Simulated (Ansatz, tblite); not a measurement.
Removing and adding an electron: `C[SiH2]N(C)[SiH2]N(C)[SiH2]N(C)C`. Charge 0, multiplicity 1. Geometry: PBE-D4/def2-SVP. Ansatz, gas phase; energy differences of separate SCF runs; the oxidised species was run as a doublet alone; the reduced species was run as a doublet alone.

```xyz
32

C     1.7759   -2.8295    2.4254
Si    0.0242   -2.2946    2.8903
N    -0.4763   -0.8226    2.0589
C     0.2694    0.4034    2.3631
Si   -1.7155   -0.7201    0.8184
N    -1.0277   -0.3199   -0.7520
C    -0.0181   -1.2434   -1.2874
Si   -1.5026    1.0327   -1.7673
N    -0.0761    1.9332   -2.2329
C     0.1215    2.4841   -3.5573
C     0.8304    2.4474   -1.2254
H     1.8460   -3.0779    1.3466
H     2.5099   -2.0263    2.6423
H     2.0772   -3.7259    3.0063
H    -0.9625   -3.3724    2.5393
H    -0.0040   -2.0415    4.3799
H     0.5551    0.4461    3.4384
H     1.2063    0.5056    1.7667
H    -0.3464    1.3074    2.1602
H    -2.6867    0.3837    1.1288
H    -2.3823   -2.0679    0.8067
H    -0.4704   -2.1340   -1.7811
H     0.6221   -0.7272   -2.0335
H     0.6523   -1.6111   -0.4798
H    -2.1144    0.6256   -3.0840
H    -2.5167    1.7886   -0.9465
H    -0.0339    3.5911   -3.5954
H     1.1574    2.2904   -3.9253
H    -0.5832    2.0231   -4.2783
H     0.7220    3.5490   -1.0645
H     0.6525    1.9411   -0.2551
H     1.8946    2.2620   -1.5056
```

The xTB rows come from tblite. HOMO above LUMO, or a gap near zero within one spin, warns that the state may not be the lowest or that an electron is smeared out.

Question: Estimate orbital energies and vertical ionisation energies and electron affinities at: GFN1-xTB; GFN2-xTB; PBE-D4/def2-SVP; PBE0-D4/def2-SVP.

Answer: 
| level | −HOMO (eV) | vertical IE (eV) | −LUMO (eV) | vertical EA (eV) | HOMO–LUMO gap (eV) | IE − EA (eV) | remarks |
| --- | --- | --- | --- | --- | --- | --- | --- |
| GFN1-xTB | 10.24 | 12.49 | 4.87 | 2.87 | 5.37 | 9.62 | – |
| GFN2-xTB | 9.46 | 11.73 | 4.83 | 2.65 | 4.63 | 9.08 | – |
| PBE-D4/def2-SVP | 4.90 | 7.32 | -0.08 | -1.76 | 4.98 | 9.08 | HOMO above zero (-1 doublet), gap within one spin near zero (+1 doublet) |
| PBE0-D4/def2-SVP | 6.22 | 7.86 | -0.94 | -2.12 | 7.16 | 9.98 | HOMO above zero (-1 doublet) |

   A HOMO above zero means that the electron is unbound at that level or that self-interaction error raises the level; the energy of removing that electron tells which. Raw xTB energy differences between charge states are shifted by several eV; the methods need an empirical correction for them. Sets without diffuse functions give affinities that are too small. A negative affinity means that the extra electron isn't bound; its size then hangs on the basis.
